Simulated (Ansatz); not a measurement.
Isolated molecules relaxed with PBE0-D4/def2-TZVP in Ansatz; ΔE leaves out vibrations. CBS: MP2 limit from def2 TZ/QZ plus the TZ coupled-cluster correction, frozen cores. Functionals use def2-TZVPP. Each species was taken in one conformer, which may not be the lowest.

Reaction (ligand exchange at a B–C bond): `BCBO` + `CN[SiH2]Cl` → `BN(C)[SiH2]Cl` + `CBO`

```json
{"level": "r2SCAN-D4", "ΔE (kJ/mol)": "-123.9", "difference from CCSD(T)/CBS": "3.0"}
{"level": "B97M-V", "ΔE (kJ/mol)": "-123.8", "difference from CCSD(T)/CBS": "3.1"}
{"level": "PBE0-D4", "ΔE (kJ/mol)": "-122.9", "difference from CCSD(T)/CBS": "4.0"}
{"level": "CAM-B3LYP-D4", "ΔE (kJ/mol)": "-128.6", "difference from CCSD(T)/CBS": "-1.7"}
{"level": "ωB97X-V", "ΔE (kJ/mol)": "-123.6", "difference from CCSD(T)/CBS": "3.3"}
{"level": "ωB97M-V", "ΔE (kJ/mol)": "-125.6", "difference from CCSD(T)/CBS": "1.3"}
{"level": "BHLYP", "ΔE (kJ/mol)": "-124.4", "difference from CCSD(T)/CBS": "2.5"}
{"level": "RPA@PBE/def2-TZVPP", "ΔE (kJ/mol)": "-129.0", "difference from CCSD(T)/CBS": "-2.1"}
{"level": "HF/def2-SVP", "ΔE (kJ/mol)": "-125.8", "difference from CCSD(T)/CBS": "1.1"}
{"level": "MP2/def2-SVP", "ΔE (kJ/mol)": "-140.6", "difference from CCSD(T)/CBS": "-13.7"}
{"level": "CCSD(T)/def2-SVP", "ΔE (kJ/mol)": "-140.4", "difference from CCSD(T)/CBS": "-13.5"}
{"level": "HF/def2-TZVPP", "ΔE (kJ/mol)": "-120.1", "difference from CCSD(T)/CBS": "6.8"}
{"level": "SCS-MP2/def2-TZVPP", "ΔE (kJ/mol)": "-129.5", "difference from CCSD(T)/CBS": "-2.6"}
{"level": "CCSD/def2-TZVPP", "ΔE (kJ/mol)": "-127.2", "difference from CCSD(T)/CBS": "-0.3"}
{"level": "HF/def2-QZVPP", "ΔE (kJ/mol)": "-119.6", "difference from CCSD(T)/CBS": "7.3"}
{"level": "MP2/def2-QZVPP", "ΔE (kJ/mol)": "-129.3", "difference from CCSD(T)/CBS": "-2.4"}
{"level": "CCSD(T)/CBS", "ΔE (kJ/mol)": "-126.9", "difference from CCSD(T)/CBS": "0"}
```

Q: What do rigid-rotor, harmonic-oscillator terms from PBE0-D4/def2-TZVP frequencies (298.15 K, 1 bar) make of the CCSD(T)/CBS value? (Best estimate.)

A: Computed: ΔZPE = +2.0 kJ/mol, ΔH = -125.5 kJ/mol, ΔS = -11 J/(mol·K), ΔG = -122.3 kJ/mol.

Largest T1 diagnostic among the species: 0.013.

Leaving LDA and LC-ωPBE aside and taking each functional with its dispersion term where it has one, the values, not all of them listed here, spread over 6.0 kJ/mol, from CAM-B3LYP-D4 to revPBE-D4. LDA lies −8.9 kJ/mol from PBE without D4. The D4 term adds −4.1 kJ/mol with B3LYP and −2.2 kJ/mol with PBE0; it sums over pairs of atoms, weighted by their polarisabilities, and B3LYP, whose exchange is more repulsive, gets the larger term.

B3LYP here is the variant with VWN-RPA as its local correlation; programs differ in this.
